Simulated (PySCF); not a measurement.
Si(H)(F)2(Et) (C2H6F2Si), SMILES CC[SiH](F)F. Coordinates come from a PBE-D3(BJ)/def2-SVP optimisation. Other conformers were not sampled.

Give the equilibrium geometry at PBE-D3(BJ)/def2-SVP (PySCF confirms it by a frequency run) as a Z-matrix, and its point group. (Estimate from the structure and the level; the computed values follow.)

This is not unique; one that fits is point group Cs.
```
C
H 1 1.1128
H 1 1.1128 2 105.61
C 1 1.5369 2 111.16 3 120.66
H 4 1.1085 1 111.62 2 -58.67
H 4 1.1087 5 107.73 1 122.27
H 4 1.1087 5 107.73 6 115.46
Si 1 1.8645 2 107.38 3 -114.35
F 8 1.6346 1 109.45 2 -65.37
F 8 1.6346 9 106.28 1 118.11
H 8 1.4951 9 108.03 10 115.72
```
